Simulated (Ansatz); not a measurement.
Abridged output of a molecular run in Ansatz:

```
Functional definition: HF
2578 factors; integrals over basis functions are off by at most 1.2e-3 eV
mean field evaluation 1: about -12150.1952 eV, gradient 7.8e1 eV
mean field evaluation 2: about -12150.4947 eV, gradient 7.8e1 eV
mean field evaluation 4: about -12161.6073 eV, gradient 5.3e0 eV
mean field evaluation 8: about -12161.7341 eV, gradient 2.9e-1 eV
mean field -12161.73454610 eV, -446.9355010493 hartree, gradient 1.3e-6 eV, S^2 0.000000; 0 other end points of the search recorded, 0 dependent functions left out
7 core orbitals not correlated: weight in the atoms' cores, before any rotation towards them, 1.000 or more for the frozen orbitals, at most 0.000 for the correlated occupied ones
reference -12161.73454610 eV, -446.9355010493 hartree; 29, 29 occupied and 391, 391 virtual orbitals, 2578 factors
second order -48.88827151 eV of doubles, -0.00000000 eV of singles
cycle   1  -48.40834523 eV  change    4.8e-1 eV  update   1.7e-1
cycle   2  -49.50271404 eV  change    -1.1e0 eV  update   5.7e-2
cycle   3  -49.82551419 eV  change   -3.2e-1 eV  update   2.9e-2
cycle   4  -49.80633405 eV  change    1.9e-2 eV  update   7.9e-3
cycle   5  -49.79837776 eV  change    8.0e-3 eV  update   3.4e-3
cycle   6  -49.80079442 eV  change   -2.4e-3 eV  update   1.1e-3
cycle   7  -49.80026718 eV  change    5.3e-4 eV  update   4.3e-4
cycle   8  -49.79999384 eV  change    2.7e-4 eV  update   1.4e-4
cycle   9  -49.80007363 eV  change   -8.0e-5 eV  update   6.4e-5
cycle  10  -49.80008947 eV  change   -1.6e-5 eV  update   2.1e-5
perturbative correction -1.97716042 eV, -0.0726593051 hartree
Total energy: -12213.51179598 eV, -448.8382798866 hartree
```

Its atoms:

```xyz
19

C     1.675   -0.537   -1.661
C     0.327    0.117   -1.389
N     0.113    0.497   -0.007
C     0.908    1.620    0.426
Hf   -1.247   -0.530    1.105
O    -1.058   -2.404    0.622
O    -0.861   -0.117    2.959
O    -3.052    0.047    0.658
H     1.784   -1.441   -1.058
H     1.764   -0.812   -2.715
H     2.502    0.135   -1.424
H     0.208    0.998   -2.040
H    -0.462   -0.585   -1.690
H     0.723    2.509   -0.197
H     1.987    1.416    0.392
H     0.665    1.882    1.458
H    -1.399   -3.282    0.488
H    -0.972   -0.163    3.902
H    -3.606    0.650    0.172
```

Which basis set was used?
A. def2-SVP
B. def2-SVPD
C. cc-pV(Q+d)Z
D. def2-TZVPP

D. It gives 427 functions.

Write the keys of the input that set method, charge and spin (a neutral closed shell needs none for the last two).


```yaml
correlation: {method: ccsd_t}
```
